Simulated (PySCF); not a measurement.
Br$_{2}$Ge, singlet, at a GFN2-xTB geometry. Base run: DF-B3LYP/3-21G (PySCF).

Input for PySCF:
```python
from pyscf import gto, scf, dft

mol = gto.Mole()
mol.atom = '''
    Ge    0.016829    0.006877    1.033116
    Br    1.000092   -1.519612   -0.478604
    Br   -1.015479    1.513325   -0.465959
'''
mol.basis = '3-21g'
mol.charge = 0
mol.spin = 0
mol.verbose = 3
mol.build()

mf = dft.RKS(mol)
mf.xc = 'b3lyp'
mf = mf.density_fit(auxbasis='def2-universal-jkfit')
mf.kernel()
```

The base run was repeated with changes; each row names its change, and settings that it needs were set with it.

| change | basis functions | E (Eh) | HOMO (eV) | HOMO-LUMO gap (eV) | dipole (D) | core-seconds (rough) |
|---|---|---|---|---|---|---|
| base | 66 | -7190.64671 | -7.30 | 3.97 | 2.06 | 4 |
| basis = LANL2DZ | 24 | -30.15930 | -7.70 | 3.95 | 2.49 | 4 |
| basis = STO-3G | [?] | [?] | [?] | [?] | [?] | 6 |
| basis = cc-pVDZ | 81 | -7225.42206 | -7.53 | 4.15 | 1.98 | 8 |
| basis = pc-1 | 81 | -7225.27182 | -7.61 | 4.16 | 2.04 | 7 |
| basis = def2-SV(P) | 96 | -7224.61924 | -7.49 | 4.15 | 1.87 | 6 |
| basis = cc-pVTZ | 129 | [?] | -7.65 | 4.17 | 2.01 | 20 |
| basis = pc-2 | 129 | [?] | -7.65 | 4.16 | 2.06 | 10 |
| basis = pcseg-2 | 129 | [?] | -7.64 | 4.16 | 2.06 | 20 |
| basis = def2-TZVPP | 144 | -7225.51039 | -7.64 | 4.18 | 2.02 | 10 |
| basis = aug-cc-pVTZ | 177 | -7225.64299 | -7.67 | 4.17 | 1.99 | 10 |
| basis = cc-pVQZ | 204 | -7225.65118 | -7.66 | 4.18 | 1.99 | 20 |
| basis = def2-QZVP | 225 | -7225.66428 | -7.66 | 4.17 | 2.01 | 20 |

Q: Fill in the missing entries.

A: 
- basis = STO-3G, basis functions: 54
- basis = STO-3G, E (Eh): -7145.06392
- basis = STO-3G, HOMO (eV): -4.04
- basis = STO-3G, HOMO-LUMO gap (eV): 3.68
- basis = STO-3G, dipole (D): 1.35
- basis = cc-pVTZ, E (Eh): -7225.64199
- basis = pc-2, E (Eh): -7225.66849
- basis = pcseg-2, E (Eh): -7225.65001

Totals compare only among sets that treat the same electrons; sets with core potentials leave the core out.
